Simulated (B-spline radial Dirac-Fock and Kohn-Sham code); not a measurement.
**Form factor and incoherent scattering function of As²⁴⁺**

System: arsenic as As²⁴⁺ in the configuration [He] 2s2 2p5.

Input file task.json (cfg lists n, l and occupation; rrms is the nuclear radius in fm):

```json
{"items": [{
  "Z": 33,
  "q": 24,
  "cfg": [[1, 0, 2], [2, 0, 2], [2, 1, 5]],
  "A": 75,
  "rrms": 4.0968,
  "do": ["scatter"],
  "s": [0.0, 0.05, 0.1, 0.15, 0.2, 0.25, 0.3, 0.35, 0.4, 0.45, 0.5, 0.6, 0.7, 0.8, 0.9, 1.0, 1.1, 1.2, 1.4, 1.6, 1.8, 2.0, 2.5, 3.0, 3.5, 4.0, 5.0, 6.0],
  "pz": [0, 0.1, 0.2, 0.3, 0.4, 0.5, 0.6, 0.8, 1.0, 1.2, 1.4, 1.6, 1.8, 2.0, 2.5, 3.0, 4.0, 5.0, 7.0, 10.0, 15.0, 20.0, 30.0, 40.0, 60.0, 100.0],
  "hv_scatter": [2000, 5000, 8047.8, 20000, 30000, 50000, 200000, 500000]
}]}
```

Launch: `python xray_run.py task.json out`

Level of theory: relativistic Hartree-Fock (Dirac-Fock) wave functions, averaged over the configuration; a radial atomic solver. f₀ is the Fourier transform of the spherical electron density, S the Waller-Hartree incoherent function, and s = sin θ/λ.

```csv
s (Å⁻¹),f₀,S
0,9.000,0.000
0.05,8.995,0.006
0.1,8.980,0.024
0.15,8.955,0.054
0.2,8.920,0.096
0.25,8.876,0.149
0.3,8.822,0.214
0.35,8.759,0.289
0.4,8.686,0.375
0.45,8.606,0.470
0.5,8.517,0.575
0.6,8.315,0.811
0.7,8.086,1.076
0.8,7.832,1.366
0.9,7.558,1.674
1,7.268,1.996
1.1,6.965,2.327
1.2,6.654,2.660
1.4,6.022,3.319
1.6,5.398,3.944
1.8,4.805,4.517
2,4.257,5.027
2.5,3.135,6.019
3,2.366,6.675
3.5,1.878,7.112
4,1.578,7.424
5,1.258,7.871
6,1.073,8.199
```

f₀ starts at the number of electrons, 9, and has fallen to half at s ≈ 1.91 Å⁻¹. The sum of ⟨r²⟩ over the electrons is 0.2726 bohr².

Values without a named source are computed, but for edge energies of neutral atoms, which are taken from tables.
